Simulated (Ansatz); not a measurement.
`[SiH3]C(Cl)(Cl)[TeH]` → `Cl[C]Cl` + `[SiH3][TeH]` at 500 K and 1 bar (formal loss of a carbene).

Program: Ansatz. Geometries: PBE0-D4/def2-TZVP. ΔE: electronic, gas phase. CCSD(T)/CBS adds triple-zeta CCSD(T) − MP2 to the extrapolated MP2 energy (def2 sets, frozen cores). This one scheme is used for every species. Elements past krypton have def2 core potentials. For Te outer-core shells are correlated without core-valence functions, which leaves a few kJ/mol of doubt a bond.

| species | CCSD(T)/CBS energy (Eh) | H − E (kJ/mol) | S (J/(mol·K)) |
| --- | --- | --- | --- |
| `[SiH3]C(Cl)(Cl)[TeH]` | -1516.79377 | 156.5 | 456.5 |
| `Cl[C]Cl` | -957.49147 | 32.6 | 290.0 |
| `[SiH3][TeH]` | -559.21313 | 112.6 | 337.4 |

H − E and S are ideal-gas, rigid-rotor, harmonic terms from PBE0-D4/def2-TZVP, for one conformer and one mirror image of each species. 1 Eh = 2625.50 kJ/mol, R = 8.31446 J/(mol·K).

Question: By hand: ΔE, ΔH, ΔS and ΔG.

Answer: ΔE = (-957.49147) + (-559.21313) − (-1516.79377) = 0.08917 Eh = 234.1 kJ/mol. Δ(H − E) = 32.6 + 112.6 − 156.5 = -11.3, so ΔH = 222.8 kJ/mol. ΔS = 290.0 + 337.4 − 456.5 = 170.9 J/(mol·K). ΔG = 222.8 − 500 × (170.9)/1000 = 137.4 kJ/mol.

Question: By hand: the equilibrium constant, and the temperature at which ΔG would vanish if ΔH and ΔS stayed fixed.

Answer: log₁₀ K = −ΔG/(RT ln 10) = -14.4. ΔG = 0 at ΔH/ΔS = 1304 K.

The number of gas molecules changes by +1, which sets the sign of ΔS. A doubt of 5 kJ/mol in ΔE shifts log₁₀ K by 0.5 here. Other conformers and mirror images would add mixing entropy, several J/(mol·K) or more a flexible species. These are equilibria of isolated gas molecules and say nothing of rates. Largest T1 diagnostic: 0.020 (customary marks: 0.02 for closed shells, 0.045 for open ones).
